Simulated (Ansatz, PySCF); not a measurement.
Pulling on the Mg1–H2 bond in FHMg (SMILES [F][MgH]) (multiplicity 1 held, fragments rigid). Energies count from the point at 1.682 Å.
Geometry at that point (charge 0, multiplicity 1):
```xyz
3

Mg     0.0000     0.0000    -0.6440
H      0.0000     0.0000    -2.3255
F      0.0000     0.0000     1.1170
```

Restricted levels (R-, RO-) in cc, def2 and unpolarised 6-31G sets keep to the state of the molecule at rest. U- levels take the lowest unrestricted solution at each point, which mixes spins at long bonds. Active spaces are followed from a long bond inwards. Left out are points that failed, MP2 points in a non-variational dive below the minimum, coupled-cluster points behind a sign of a changed root (a jump of the amplitudes, or a one-step jump against full CI or MRCI), small-basis points behind a change of solution, and semi-empirical points at long bonds. Levels need not reach the same state.

Cores are frozen in the correlated methods. Rows in 6-31G* carry no dispersion term and start afresh at each structure (6-31G* with six Cartesian d functions).

Programs: Ansatz (Gaussian orbitals); PySCF for 6-31G* rows. 

Energies in kcal/mol.

```
R (Å)  R-BP86/6-31G*  R-r2SCAN/def2-TZVPPD  U-CCSD/def2-TZVPPD  U-CCSD(T)/def2-TZVPPD  FIC-NEVPT4(SD) on CASSCF(2,2)/def2-TZVPPD  FIC-MRCISD+Q on CASSCF(2,2)/def2-TZVPPD
-----  -------------  --------------------  ------------------  ---------------------  -----------------------------------------  ---------------------------------------
1.345            [?]                  21.0                21.6                   21.6                                       21.5                                     21.5
1.513            5.2                   4.4                 4.5                    4.6                                        4.5                                      4.5
1.682            0.0                   0.0                 0.0                    0.0                                        0.0                                      0.0
1.850            [?]                   2.4                 2.4                    2.3                                        2.3                                      2.4
2.018            7.0                   8.5                 8.3                    8.3                                        8.2                                      8.3
2.270           18.1                  20.5                20.1                   20.0                                       19.8                                     20.0
2.522           30.1                  33.3                32.4                   32.1                                       31.8                                     32.2
2.943           48.5                  52.9                49.9                   49.2                                       48.7                                     49.2
3.363           63.3                  68.6                61.5                   60.6                                       59.8                                     60.4
3.868           76.3                  82.2                68.3                   67.7                                       66.4                                     67.0
4.540       left out                  93.6                70.6                   70.4                                       69.2                                     69.9
5.381       left out                 100.9                70.9                   70.8                                       69.9                                     70.6
```

Problem. Some entries are withheld; supply them.

Solution. 
- 1.850, R-BP86/6-31G*: 1.6
- 1.345, R-BP86/6-31G*: 22.5

Doubts at one or more of the structures used: a restricted determinant that unrestricted orbitals would lower (R-BP86/6-31G*, R-r2SCAN/def2-TZVPPD); a spin-contaminated determinant (U-CCSD/def2-TZVPPD, U-CCSD(T)/def2-TZVPPD); T1 above 0.05 (U-CCSD/def2-TZVPPD, U-CCSD(T)/def2-TZVPPD).

Ansatz is a first-principles code.
